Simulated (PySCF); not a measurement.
An equivalent PySCF input for P⁺ (phosphorus, charge +1), [Ne] 3s2 3p2, high-spin 3P determinant, with the non-relativistic Hamiltonian (point nucleus):

```python
from pyscf import gto, scf, dft, mp, cc
import basis_set_exchange as bse
mol = gto.M(atom="P 0 0 0", charge=1, spin=2, symmetry="D2h",
            basis=gto.basis.parse(bse.get_basis("6-31G*", elements=["P"], fmt="nwchem", header=False)))
mf = scf.UHF(mol)
mf.irrep_nelec = {'Ag': (3, 3), 'B1u': (2, 1), 'B2u': (2, 1), 'B3u': (1, 1)}
mf.kernel()
```

It reaches the same state as the run whose output follows, and the same energy. The run itself started from symmetry-adapted Hartree-Fock orbitals and held the occupation by maximum overlap, so the iterations belong to that start.

```
SCF conv_tol = 1e-09
number electrons alpha = 8  beta = 6
cycle= 1 E= -340.323201908259  delta_E= -0.00334  |g|= 0.0221  |ddm|= 0.051
cycle= 2 E= -340.323617666541  delta_E= -0.000416  |g|= 0.00788  |ddm|= 0.0184
cycle= 3 E= -340.323678457083  delta_E= -6.08e-05  |g|= 0.00021  |ddm|= 0.0105
cycle= 4 E= -340.323678522007  delta_E= -6.49e-08  |g|= 4.11e-05  |ddm|= 0.000757
cycle= 5 E= -340.323678524724  delta_E= -2.72e-09  |g|= 3.99e-06  |ddm|= 0.000195
cycle= 6 E= -340.323678524744  delta_E= -1.98e-11  |g|= 2.29e-07  |ddm|= 1.66e-05
converged SCF energy = -340.323678524744  <S^2> = 2.0076045  2S+1 = 3.0050654
```
